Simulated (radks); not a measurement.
Species: Eu. Configuration: [Xe] 4f7 6s2. Calculated with a radial shooting solver on a logarithmic mesh with Libxc functionals: scalar-relativistic Kohn-Sham, PBE, spin-polarised, spherical densities, point nucleus; open shells are filled with parallel spins first (spin-orbit coupling, left out, can overturn this in heavy ions).

Normalised radial functions P(r) = r R(r), r in bohr:

| r | 4f up |
|---|---|
| 0.001729 | 0.0000 |
| 0.002362 | 0.0000 |
| 0.003227 | 0.0000 |
| 0.004409 | 0.0000 |
| 0.006023 | 0.0000 |
| 0.008228 | 0.0000 |
| 0.01124 | 0.0000 |
| 0.01523 | 0.0001 |
| 0.02081 | 0.0004 |
| 0.02843 | 0.0012 |
| 0.03884 | 0.0035 |
| 0.05307 | 0.0100 |
| 0.0725 | 0.0266 |
| 0.09904 | 0.0656 |
| 0.1353 | 0.1477 |
| 0.1848 | 0.2967 |
| 0.2505 | 0.5140 |
| 0.3422 | 0.7745 |
| 0.4676 | 0.9808 |
| 0.6388 | 1.0299 |
| 0.8727 | 0.9052 |
| 1.192 | 0.6804 |
| 1.629 | 0.4431 |
| 2.225 | 0.2504 |
| 3.04 | 0.1238 |
| 4.12 | 0.0554 |
| 5.628 | 0.0202 |
| 7.689 | 0.0055 |
| 10.5 | 0.0010 |
| 14.35 | 0.0001 |

4f up: eigenvalue -4.099 eV, 0 radial nodes, <r> = 0.952 bohr, 90 % of the charge inside 1.66 bohr.
